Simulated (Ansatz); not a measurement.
O₂Si, triplet, at a GFN2-xTB geometry (a higher spin typed on purpose: for a closed-shell molecule this is an excited state). Base run: CAM-B3LYP/STO-3G (Ansatz, a quantum-chemistry and plane-wave program).

Geometry (Å):
```xyz
3

O     -1.2521     0.4386    -0.2464
Si    -0.0354    -0.3689     0.2702
O      1.3141     0.2069    -0.2264
```
Charge 0, spin multiplicity 3.
Orbitals are unrestricted.
All else is at Ansatz's defaults.
Base energy -434.27255 Eh.

Each row names what was changed in the base input (with any setting that the change needs).

| change | ΔE vs base (kcal/mol) |
|---|---|
| base | 0.000 |
| point_charge = charge:-1.0 position_ang:-2.8359, -1.3318, -2.9899 | -1.06 |
| lower_state_search = full | 0.000 |
| final_grid = 14, 28, 59 | 0.000 |
| lower_state_search = off | 0.000 |
| fitting.mean_field = def2-universal-JKFIT | -0.81 |
| final_grid = 10, 20, 41 | 0.000 |
| point_charge = charge:0.5 position_ang:-0.1684, -2.3908, 3.4629 | 0.543 |
| lower_state_search = light | 0.000 |
| nuclear_model = gaussian | 0.081 |
| accuracy = high | 0.001 |
